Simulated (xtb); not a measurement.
Input file for xtb: GFN1-xTB on GaW, 2S+1 = 6, a spin state set in the input, which need not be the lowest, a point of a bond scan (R = 2.454 Å).

```
$ xtb mol.xyz --gfn 1 --sp --chrg 0 --uhf 5
2

W      0.00000000     0.00000000     0.00000000
Ga     0.00000000     0.00000000     2.45405500
```

Program output:

```
[...]
           -------------------------------------------------
          |                Calculation Setup                |
           -------------------------------------------------



           -------------------------------------------------
          |                 G F N 1 - x T B                 |
           -------------------------------------------------

        Reference                      10.1021/acs.jctc.7b00118
      * Hamiltonian:
        H0-scaling (s, p, d)           1.850000    2.250000    2.000000
        zeta-weighting                 0.000000
      * Dispersion:
        s8                             2.400000
        a1                             0.630000
        a2                             5.000000
        s9                             0.000000
      * Repulsion:
        kExp                           1.500000
        rExp                           1.000000
      * Coulomb:
        alpha                          2.000000
        third order                    atomic
        anisotropic                    false
      * Halogen bond correction:
        rad-scale                      1.300000
        damping                        0.440000


          ...................................................
          :                      SETUP                      :
          :.................................................:
          :  # basis functions                  20          :
          :  # atomic orbitals                  18          :
          :  # shells                            6          :
          :  # electrons                         9          :
          :  # halogen bonds                     0          :
          :  max. iterations                   250          :
          :  Hamiltonian                  GFN1-xTB          :
          :  restarted?                      false          :
          :  GBSA solvation                  false          :
          :  PC potential                    false          :
          :  electronic temp.          300.0000000     K    :
          :  accuracy                    1.0000000          :
          :  -> integral cutoff          0.2500000E+02      :
          :  -> integral neglect         0.1000000E-07      :
          :  -> SCF convergence          0.1000000E-05 Eh   :
          :  -> wf. convergence          0.2000000E-04 e    :
          :  Broyden damping             0.4000000          :
          :  net charge                          0          :
          :  unpaired electrons                  5          :
          ...................................................

 iter      E             dE          RMSdq      gap      omega  full diag
   1     -3.2122413 -0.321224E+01  0.203E+01    0.00       0.0  T
   2     -3.2326763 -0.204350E-01  0.109E+01    0.00       1.0  T
   3     -3.2288069  0.386939E-02  0.356E+00    0.16       1.0  T
   4     -3.2343977 -0.559080E-02  0.244E+00    0.12       1.0  T
   5     -3.2259982  0.839948E-02  0.536E+00    0.00       1.0  T
   6     -3.2379868 -0.119886E-01  0.297E-01    0.06       1.0  T
   7     -3.2379896 -0.284461E-05  0.274E-01    0.06       1.0  T
   8     -3.2380287 -0.390447E-04  0.146E-01    0.06       1.0  T
   9     -3.2380292 -0.577653E-06  0.125E-01    0.06       1.0  T
  10     -3.2380344 -0.515112E-05  0.179E-02    0.06       3.9  T
  11     -3.2380346 -0.173219E-06  0.641E-03    0.06      11.0  T
  12     -3.2380346 -0.255066E-07  0.116E-04    0.06     608.6  T
  13     -3.2380346 -0.934186E-11  0.576E-06    0.06   12268.3  T

   *** convergence criteria satisfied after 13 iterations ***

         #    Occupation            Energy/Eh            Energy/eV
      -------------------------------------------------------------
         1        2.0000           -0.5191808             -14.1276
         2        1.4999           -0.3253817              -8.8541
         3        1.4999           -0.3253817              -8.8541
         4        1.0001           -0.3161579              -8.6031
         5        1.0001           -0.3161579              -8.6031
         6        1.0000           -0.3139107              -8.5419
         7        0.6796           -0.2247031              -6.1145 (HOMO)
         8        0.1602           -0.2224151              -6.0522 (LUMO)
         9        0.1602           -0.2224151              -6.0522
        10                         -0.1514913              -4.1223
        11                         -0.1356772              -3.6920
        12                         -0.1356772              -3.6920
       ...                                ...                  ...
        18                          1.2871521              35.0252
      -------------------------------------------------------------
                  HL-Gap            0.0022880 Eh            0.0623 eV
             Fermi-level           -0.2746854 Eh           -7.4746 eV

 SCC (total)                   0 d,  0 h,  0 min,  0.005 sec
 SCC setup                      ...        0 min,  0.000 sec (  4.147%)
 Dispersion                     ...        0 min,  0.000 sec (  1.607%)
 classical contributions        ...        0 min,  0.000 sec (  0.721%)
 integral evaluation            ...        0 min,  0.001 sec ( 22.973%)
 iterations                     ...        0 min,  0.002 sec ( 47.683%)
 molecular gradient             ...        0 min,  0.001 sec ( 17.246%)
 printout                       ...        0 min,  0.000 sec (  5.106%)

         :::::::::::::::::::::::::::::::::::::::::::::::::::::
         ::                     SUMMARY                     ::
         :::::::::::::::::::::::::::::::::::::::::::::::::::::
         :: total energy              -3.218527747013 Eh    ::
         :: gradient norm              0.049368698716 Eh/a0 ::
         :: HOMO-LUMO gap              0.062259285973 eV    ::
         ::.................................................::
         :: SCC energy                -3.238034598037 Eh    ::
         :: -> electrostatic           0.002643665742 Eh    ::
         :: repulsion energy           0.019972182597 Eh    ::
         :: dispersion energy         -0.000465331572 Eh    ::
         :: halogen bond corr.         0.000000000000 Eh    ::
         :: add. restraining           0.000000000000 Eh    ::
         :: total charge              -0.000000000084 e     ::
         :::::::::::::::::::::::::::::::::::::::::::::::::::::

           -------------------------------------------------
          |                Property Printout                |
           -------------------------------------------------

    * Orbital Energies and Occupations

         #    Occupation            Energy/Eh            Energy/eV
      -------------------------------------------------------------
         1        2.0000           -0.5191808             -14.1276
         2        1.4999           -0.3253817              -8.8541
         3        1.4999           -0.3253817              -8.8541
         4        1.0001           -0.3161579              -8.6031
         5        1.0001           -0.3161579              -8.6031
         6        1.0000           -0.3139107              -8.5419
         7        0.6796           -0.2247031              -6.1145 (HOMO)
         8        0.1602           -0.2224151              -6.0522 (LUMO)
         9        0.1602           -0.2224151              -6.0522
        10                         -0.1514913              -4.1223
        11                         -0.1356772              -3.6920
        12                         -0.1356772              -3.6920
        13                         -0.0908670              -2.4726
        14                         -0.0908670              -2.4726
        15                          0.2342517               6.3743
Note: The following floating-point exceptions are signalling: IEEE_UNDERFLOW_FLAG IEEE_DENORMAL
normal termination of xtb
        16                          0.5610844              15.2679
        17                          0.5610844              15.2679
        18                          1.2871521              35.0252
      -------------------------------------------------------------
                  HL-Gap            0.0022880 Eh            0.0623 eV
             Fermi-level           -0.2746854 Eh           -7.4746 eV

  Mulliken/CM5 charges         n(s)   n(p)   n(d)
     1W    -0.21206 -0.11073   0.251  0.376  5.586
     2Ga    0.21206  0.11073   1.739  0.976  0.073

Wiberg/Mayer (AO) data.
largest (>0.10) Wiberg bond orders for each atom

 ---------------------------------------------------------------------------
     #   Z sym  total        # sym  WBO       # sym  WBO       # sym  WBO
 ---------------------------------------------------------------------------
     1  74 W    1.191 --     2 Ga   1.191
     2  31 Ga   1.191 --     1 W    1.191
 ---------------------------------------------------------------------------

Topologies differ in total number of bonds
Writing topology from bond orders to xtbtopo.mol

 dipole moment from electron density (au)
     X       Y       Z
   0.0000   0.0000   0.3353  total (Debye):    0.852


           -------------------------------------------------
          | TOTAL ENERGY               -3.218527747013 Eh   |
          | GRADIENT NORM               0.049368698716 Eh/α |
          | HOMO-LUMO GAP               0.062259285973 eV   |
           -------------------------------------------------

------------------------------------------------------------------------
------------------------------------------------------------------------
 total:
 SCF:
```

The run finished.

Cost: around 0.07 core-seconds (rough).
